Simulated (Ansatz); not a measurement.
Na8F8⁻ (relaxed from a model of 2x2x4 NaF rock-salt block, whose bonding it doesn't keep). Total charge -1; doublet. Geometry r2SCAN-D4/def2-SVP, that of the neutral singlet; atoms count from 1.

```xyz
16

Na   -0.794    3.412    0.378
F     0.620    1.833    0.115
Na    1.899    0.134   -0.156
F     3.168   -1.576   -0.418
F    -2.101    2.653   -1.111
Na   -0.797    0.981   -1.433
F     0.515   -0.686   -1.739
Na    1.829   -2.366   -1.864
F    -1.839    2.379    1.910
Na   -0.520    0.701    1.700
F     0.790   -0.981    1.474
Na    2.084   -2.632    1.071
Na   -3.119    1.585    0.415
F    -1.925   -0.166    0.149
Na   -0.582   -1.816   -0.111
F     0.773   -3.457   -0.381
```

The highest occupied level of the charge -1 doublet lies above zero (up to 1.11 eV). By energy differences it is unbound by 0.32 eV (vertical, against the charge 0 singlet, at PBE0-D4/def2-SVP) and held by the finite basis.

(1) Estimate the Mulliken populations from the PBE0/def2-SVP orbitals of Ansatz.

(2) Where does the spin sit?

(3) And the Mayer bond orders between heavy atoms (over 0.3)?

## Answers

(1) 
```csv
atom,charge (e),spin (α − β)
Na1,0.33,0.26
F2,-0.53,0.00
Na3,0.52,0.00
F4,-0.56,0.00
F5,-0.56,0.00
Na6,0.52,0.00
F7,-0.53,0.00
Na8,0.33,0.26
F9,-0.56,0.00
Na10,0.52,0.00
F11,-0.53,0.00
Na12,0.33,0.26
Na13,0.33,0.26
F14,-0.53,0.00
Na15,0.52,0.00
F16,-0.56,0.00
```
Mulliken values depend strongly on the basis.

(2) Summed by element: Na 1.02, F -0.02, of 1 unpaired in all. Largest on single atoms: Na1 0.26, Na12 0.26, Na8 0.26.

(3) Na3–F4 0.30 (2.14 Å); F5–Na6 0.30 (2.14 Å); F9–Na10 0.30 (2.14 Å); Na15–F16 0.30 (2.14 Å).
